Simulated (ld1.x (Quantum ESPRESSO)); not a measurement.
## Pseudopotential generation for sulfur: TM, PBEsol, non-relativistic.

```
Element                 : sulfur (S)
Generator               : ld1.x (Quantum ESPRESSO) 7.5
Type                    : norm-conserving Troullier–Martins (Kleinman–Bylander form)
Functional              : PBEsol
Relativity              : non-relativistic
Frozen core             : [Ne]
Valence charge          : 6
Reference configuration : 3s2 3p4
Partial waves           : 3s (bound): rc 1.15 bohr; 3p (bound): rc 1.25 bohr
Local potential         : the p channel
Core correction         : a·sin(br)/r model core inside 0.55 bohr
```

Poles of the logarithmic derivatives, all-electron (AE) and pseudo (PS). s: poles at no energy (AE) and no energy (PS) Ry. p: poles at no energy (AE) and no energy (PS) Ry. Test radius 1.34 bohr.

* Cutoffs needed: 70 Ry and 140 Ry (the cutoffs (Ry, on a coarse ladder) from which the occupation-weighted sum of valence levels, in a spherical-Bessel basis at the reference potential, stays within 10 and 1 mRy of its value at 400 Ry)
* Ghost test: no extra level below or beside the all-electron valence levels (s, p, d, f tested) (spherical-Bessel basis up to 400 Ry, 20 bohr box)
* Largest excitation error: +182 meV (all-electron minus pseudo) for 3s2 3p0, out of 7 test configurations
